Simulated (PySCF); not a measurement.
This PySCF input asks for the NMR shieldings of `ClC([SiH2][C@H](F)[SiH2]CCl)(Cl)Cl`, C$_{3}$H$_{7}$Cl$_{4}$FSi$_{2}$; the geometry comes from GFN2-xTB.

```python
import basis_set_exchange as bse
import numpy as np
from pyscf import gto, dft
from pyscf.prop import nmr

atoms = """
F    -0.073690   -2.110284   -1.359994
C    -0.093080   -0.867316   -0.706322
Si    1.749534   -0.583388   -0.198337
C     2.036488    1.160929    0.515050
Cl    3.794890    1.311668    0.793204
Si   -1.475368   -1.018492    0.609938
C    -2.288974    0.728717    0.864545
Cl   -1.154894    1.876908    1.596156
Cl   -3.685985    0.559605    1.944211
Cl   -2.843888    1.395664   -0.683351
H    -0.387735   -0.156507   -1.485931
H     2.085565   -1.585348    0.814041
H     2.547484   -0.735547   -1.415851
H     1.557761    1.330785    1.475470
H     1.757280    1.969179   -0.156792
H    -2.554321   -1.861973    0.104994
H    -0.978066   -1.402569    1.928521
"""
names = dict.fromkeys(["F", "C", "Si", "Cl", "H"], "pcSseg-1")
basis = {el: gto.basis.parse(bse.get_basis(n, elements=[el], fmt="nwchem")) for el, n in names.items()}
mol = gto.M(atom=atoms, basis=basis, charge=0, verbose=0)
mf = dft.RKS(mol, xc="PBE0")
mf.grids.level = 2
mf.grids.alignment = dft.numint.BLKSIZE   # the property module wants whole blocks of grid points
mf.conv_tol = 1e-9
mf.kernel()

calc = nmr.RKS(mf)   # GIAO
C = mf.mo_coeff
Co = C[:, mf.mo_occ > 0]
resp = mf.gen_response(singlet=True, hermi=2)
def vind(x):   # induced exchange potential for any number of trial vectors
    d = np.einsum("pi,xij,qj->xpq", C, 2 * x.reshape(-1, C.shape[1], Co.shape[1]), Co, optimize=True)
    return np.einsum("xpq,pi,qj->xij", resp(d - d.transpose(0, 2, 1)), C, Co, optimize=True).ravel()
mo1, _ = nmr.rhf.solve_mo1(calc, with_cphf=vind)
sigma = calc.kernel(mo1)
for i, s in enumerate(sigma):   # ppm
    print("%2d %-2s %9.2f" % (i, mol.atom_pure_symbol(i), np.trace(s) / 3))
```

Q: What does it print?

A: 
```
 0 F     484.57
 1 C     107.41
 2 Si    390.71
 3 C     158.61
 4 Cl    928.34
 5 Si    363.76
 6 C      76.41
 7 Cl    520.61
 8 Cl    509.21
 9 Cl    521.23
10 H      26.22
11 H      27.35
12 H      27.21
13 H      28.39
14 H      28.77
15 H      26.90
16 H      27.03
```

These numbers come from an equivalent density-fitted implementation of the same equations, which agrees with the script to about 0.01 ppm for H and up to a few tenths of a ppm for heavy atoms, so last digits may differ.

Q: Turn these shieldings into chemical shifts. δ = σ(ref) − σ, references computed at the same level: ¹⁹F (σ = 170.95 ppm) vs CFCl3; ¹³C (σ = 186.93 ppm), ²⁹Si (σ = 349.16 ppm), ¹H (σ = 31.72 ppm) vs TMS; HCl for ³⁵Cl (σ = 949.78 ppm).

A: Averaging equivalent atoms: F 0: -313.6; C 6: 110.5; C 1: 79.5; C 3: 28.3; Si 5: -14.6; Si 2: -41.6; Cl 7/8/9: 433; Cl 4: 21; H 10: 5.50; H 15: 4.82; H 16: 4.68; H 12: 4.51; H 11: 4.36; H 13: 3.33; H 14: 2.95 ppm. Unscaled 19F shifts against computed CFCl3 carry errors that often reach 10 to 50 ppm.

Size and cost of the density-fitted run: 247 basis functions, 2.1 min wall time on 1 thread of an Arm Neoverse N1, shared host; peak memory 1.2 GiB.
